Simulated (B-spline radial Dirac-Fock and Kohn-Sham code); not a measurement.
# Relativistic shifts of the levels of Nd³⁰⁺

System: neodymium as Nd³⁰⁺ in the configuration 1s2 2s2 2p6 3s2 3p6 3d10 4s2.

Both columns are ΔSCF binding energies of the configuration average from a radial atomic solver: non-relativistic Hartree-Fock with a point nucleus, and Dirac-Fock with a finite nucleus and the Coulomb interaction alone, averaged over the two j levels with weights 2j+1.

```
shell  Hartree-Fock (eV)  Dirac-Fock (eV)  shift (eV)  shift (%)
   1s            42604.7          44874.5    +2269.77      +5.33
   2s             7671.2           8255.5     +584.27      +7.62
   2p             7314.5           7502.0     +187.53      +2.56
   3s             2477.9           2620.6     +142.72      +5.76
   3p             2321.0           2374.1      +53.12      +2.29
   3d             2040.2           2034.0       -6.20      -0.30
   4s             1147.0           1193.0      +45.98      +4.01
```

Relativity binds 1s, 2s, 2p, 3s, 3p, 4s more strongly, among those listed most of all 2s in relative terms, and 3d more weakly, because the contracted s and p shells screen the nucleus better.

Values without a named source are computed, but for edge energies of neutral atoms, which are taken from tables.
